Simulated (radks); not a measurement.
Species: Ga III. Configuration: [Ar] 3d9 4s1 4p1 (not the ground configuration).

All-electron calculation, scalar-relativistic Kohn-Sham, SCAN, spin-polarised, spherical densities, finite nucleus; open shells are filled with parallel spins first; meta-GGA in the generalised Kohn-Sham scheme; Fermi nuclear charge, rms radius 3.9973 fm. Program: a radial shooting solver on a logarithmic mesh with Libxc functionals.

Energy parts (Ry):
part                       energy
total                 -3885.14220
kinetic                3951.49387
electron-nucleus      -9299.28306
Hartree                1612.69072
exchange-correlation   -150.04373

Orbitals (lengths in bohr, moments of r in powers of bohr; <r^-3> diverges for s and p1/2):
| orbital | occ. | eigenvalue (Ry) | <r^-3> |
|---|---|---|---|
| 1s up | 1 | -756.4399 | - |
| 1s down | 1 | -756.4275 | - |
| 2s up | 1 | -96.11209 | - |
| 2s down | 1 | -96.03536 | - |
| 2p up | 3 | -83.81243 | 890.8 |
| 2p down | 3 | -83.74958 | 891.5 |
| 3s up | 1 | -13.59000 | - |
| 3s down | 1 | -13.45629 | - |
| 3p up | 3 | -9.81598 | 120.1 |
| 3p down | 3 | -9.67869 | 119.4 |
| 3d up | 5 | -3.71337 | 12.56 |
| 3d down | 4 | -3.55606 | 12.61 |
| 4s up | 1 | -2.29711 | - |
| 4p up | 1 | -1.57833 | 9.805 |

The highest occupied level is 4p up at -21.474 eV. Spin moment in Bohr magnetons: 3. The electron density at the nucleus is 2.853e+04 e/bohr^3 (large components only). The density falls to 0.001 e/bohr^3 at r = 3.62 bohr. Summed over all electrons, <r^2> = 21.46 bohr^2, which gives a Langevin (diamagnetic) susceptibility term of -17 x 10^-6 cm^3/mol.

Empty levels of this run are not shown, since the potential may be unsettled where no density lies.
